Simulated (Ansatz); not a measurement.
Two isomers of C2H6N2Si: A = `NC1=C[SiH]1N`, B = `C=N/C=N/[SiH3]`.

Gas-phase electronic energies from Ansatz, PBE0-D4/def2-TZVP geometries. CBS: MP2 limit from def2 TZ/QZ plus the TZ coupled-cluster correction, frozen cores. Functionals use def2-TZVPP. B3LYP here is the variant with VWN-RPA as its local correlation; programs differ in this. Each species was taken in one conformer, which may not be the lowest.

(1) Which isomer does CCSD(T)/CBS put lower? Give the gap. (An estimate is asked.)

(2) Give E(B) − E(A) in kJ/mol with B3LYP, PBE-D4, B2PLYP, ωB97M-V, B3LYP-D4, r2SCAN-D4, CCSD(T)/def2-TZVPP. (Estimate.)

Largest T1 diagnostic: 0.015.

Results:

(1) Computed: A, by 42.9 kJ/mol.

(2) Computed: B3LYP 26.4, PBE-D4 48.1, B2PLYP 31.2, ωB97M-V 48.1, B3LYP-D4 27.5, r2SCAN-D4 51.3, CCSD(T)/def2-TZVPP 29.1. None reverses the order clearly.

In def2-TZVPP, CCSD(T) changes the Hartree–Fock value by +23.5 kJ/mol (the triples alone add −1.6 kJ/mol) and MP2 by +43.8 kJ/mol. From PBE to PBE0 (25 % exact exchange), in def2-TZVPP and without D4, E(B) − E(A) moves by +11.5 kJ/mol.
